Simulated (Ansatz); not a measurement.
Which is lower?

The two ends of one reaction step of H$_{2}$BrO$_{2}$, doublet (PBE0-D4/def2-TZVP).

A:

H1  (0.634, -1.164, -0.118)
Br2  (1.195, -2.273, -0.837)
O3  (-0.156, 0.388, 0.804)
O4  (-0.639, 1.139, -0.148)
H5  (-1.033, 1.910, 0.300)
(Å)

B:

```
atom    x (Å)    y (Å)    z (Å)
  H1   1.0926   0.0730   0.6903
 Br2  -0.0109  -1.8038  -1.1148
  O3   0.1415  -0.0823   0.7947
  O4  -0.4099   1.0885   0.2167
  H5  -0.8133   0.7246  -0.5871
```

Computed with Ansatz 0.2.0 (basis: def2-TZVPP); correlated methods freeze the cores; orbitals are unrestricted. Filled d shells of the heavier atoms are correlated. The def2 sets are not built for correlating such inner shells, so the correlated values are less sure here. B3LYP uses VWN-RPA correlation.

**Question.** Which structure is lower at CCSD(T), and by how much? (To be estimated.)

**Answer.** The calculation gives: A, by 3.8 kJ/mol (electronic energy, against the other); a gap this small isn't resolved in one triple-zeta basis. By their contacts, A is a complex of HO₂ ([O][OH]) + HBr and B is a complex of H₂O₂ ([OH][OH]) + Br.

**Question.** Do the other methods give the same order? (A judgement: the text doesn't fix the answer.)

**Answer.** By the calculation: Not all: SPW92, BLYP-D4, B97M-V, wB97M-V, MP2 give the other order.

```tsv
method	E(B) − E(A) (kJ/mol)
SPW92	-9.4
PBE-D4	1.2
BLYP-D4	-4.4
r2SCAN-D4	4.8
B97M-V	-3.5
PBE0-D4	8.7
B3LYP-D4	1.2
r2SCAN0-D4	10.5
BHLYP-D4	6.0
CAM-B3LYP-D4	3.2
wB97X-V	8.6
wB97M-V	-2.5
B2PLYP	4.4
PBE-QIDH	7.6
RPA on PBE	7.8
HF	23.4
MP2	-14.6
CCSD	4.1
CCSD(T)	3.8
```

The T1 diagnostic stays at or below 0.022. ⟨S²⟩ of the unrestricted Hartree–Fock references: 0.76 (a pure state has 0.75).

Labels in which every atom is bracketed show which atoms are joined, not bond orders.

For scale, one of the runs: CCSD(T)/def2-TZVPP, 138 basis functions, launched by `ansatz run in.yaml --threads 4 --pin off --events-out ev --progress --plain --max-ram 9574MiB`. Hardware: 4 CPU threads of a Oxide Virtual Turin-like, shared host. Wall time 53 s; peak host memory 2.1 GiB.
